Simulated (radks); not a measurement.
Species: Bi III. Configuration: [Hg] 6p1. All-electron calculation, scalar-relativistic Kohn-Sham, PBEsol, spin-polarised, spherical densities, point nucleus; open shells are filled with parallel spins first (spin-orbit coupling, left out, can overturn this in heavy ions). Program: a radial shooting solver on a logarithmic mesh with Libxc functionals.

Normalised radial functions P(r) = r R(r), r in bohr:

r,5p up,6s up,6s down
0.001506,0.0061,0.0498,0.0504
0.002025,0.0099,0.0597,0.0605
0.002745,0.0161,0.0705,0.0714
0.00372,0.0263,0.0806,0.0817
0.005041,0.0423,0.0882,0.0894
0.006832,0.0671,0.0899,0.0911
0.00926,0.1039,0.0811,0.0822
0.01245,0.1537,0.0577,0.0585
0.01687,0.2180,0.0148,0.0150
0.02287,0.2854,-0.0449,-0.0455
0.03099,0.3289,-0.1065,-0.1079
0.042,0.3018,-0.1382,-0.1401
0.05692,0.1529,-0.1004,-0.1018
0.07653,-0.1126,0.0164,0.0166
0.1037,-0.3927,0.1579,0.1600
0.1406,-0.4340,0.1824,0.1849
0.1905,-0.0584,-0.0004,-0.0004
0.2582,0.5043,-0.2409,-0.2442
0.3499,0.6363,-0.2157,-0.2184
0.4742,0.0133,0.1403,0.1424
0.6376,-0.8472,0.4167,0.4221
0.8641,-1.2214,0.2203,0.2220
1.171,-0.9158,-0.3411,-0.3475
1.587,-0.4136,-0.7672,-0.7749
2.151,-0.1111,-0.7676,-0.7654
2.915,-0.0160,-0.4658,-0.4587
3.919,-0.0011,-0.1742,-0.1723
5.312,0.0000,-0.0349,-0.0345
7.199,0.0000,-0.0032,-0.0032

5p up: eigenvalue -113.43 eV, 3 radial nodes at r = 0.0683, 0.197, 0.476 bohr, <r> = 0.948 bohr, 90 % of the charge inside 1.36 bohr. 6s up: eigenvalue -31.159 eV, 5 radial nodes at r = 0.0183, 0.0740, 0.190, 0.428, 0.983 bohr, <r> = 2.07 bohr, 90 % of the charge inside 2.98 bohr. 6s down: eigenvalue -30.378 eV, 5 radial nodes at r = 0.0183, 0.0740, 0.190, 0.427, 0.982 bohr, <r> = 2.06 bohr, 90 % of the charge inside 2.96 bohr.
